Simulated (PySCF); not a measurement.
C6H9NS.
SMILES with atom numbers: `[CH3:1][N:2]([CH3:3])[c:4]1[cH:5][cH:6][cH:7][s:8]1`

Cartesian coordinates in Å at the PBE0-D3(BJ)/def2-SVP level; atoms count from 1:
```xyz
17
C6H9NS angstrom
C     -1.5331   -1.3697    0.0777
N     -0.9289   -0.0711    0.2019
C     -1.6546    1.0623   -0.3062
C      0.4445   -0.0225    0.2284
C      1.3449   -1.0645    0.3453
C      2.6950   -0.6136    0.3930
C      2.8227    0.7416    0.2933
S      1.2793    1.5062    0.1402
H     -1.3322   -1.8502   -0.9016
H     -1.1605   -2.0414    0.8664
H     -2.6206   -1.2776    0.2039
H     -1.5519    1.1954   -1.4025
H     -1.3042    1.9862    0.1811
H     -2.7215    0.9503   -0.0672
H      1.0539   -2.1125    0.3930
H      3.5496   -1.2856    0.4891
H      3.7271    1.3467    0.2883
```

NICS is the negative of the GIAO shielding at a point without a nucleus: at the ring centre (0) and 1 Å above and below it (1); zz is the component along the ring normal. Level: GIAO B3LYP/pcSseg-1 (PySCF, non-relativistic, gas phase) on the PBE0-D3(BJ)/def2-SVP geometry, one conformer.

Ring bond lengths (Å): C4–C5 1.382, C5–C6 1.424, C6–C7 1.365, C7–S8 1.729, S8–C4 1.744.

Q: What do the NICS probes read (ppm)?

A: 
| ring | type | NICS(0) | NICS(1), two faces | NICS(1)zz, two faces | rms pucker (Å) | centre to ring atoms, mean (Å) |
| --- | --- | --- | --- | --- | --- | --- |
| C4–C5–C6–C7–S8 | 5-membered ring with S; formal bonds all aromatic | -12.0 | -10.1 / -9.5 | -22.5 / -21.3 | 0.01 | 1.30 |

Q: What do they say, and how far can they be read as aromaticity?

A: 
- C4–C5–C6–C7–S8: mean NICS(1)zz -21.9 ppm, shielded. The ring is flat and has no four-coordinate atom; by the NICS criterion it is aromatic.

Q: How equal are the bonds by HOMA? HOMA takes Krygowski's 1993 parameters.

A: 
- C4–C5–C6–C7–S8: HOMA 0.77; the largest term is that of S8–C4, α(R − Ropt)² = 0.42. The geometric and the magnetic index point the same way.

Q: How do the values depend on the level or the medium?

A: 
```
              level  NICS(0), C4–C5–C6–C7–S8  mean NICS(1)zz, C4–C5–C6–C7–S8
B3LYP/pcSseg-1, gas                    -12.0                           -21.9
 PBE0/pcSseg-1, gas                    -12.2                           -22.3
```

The geometry is the same throughout.
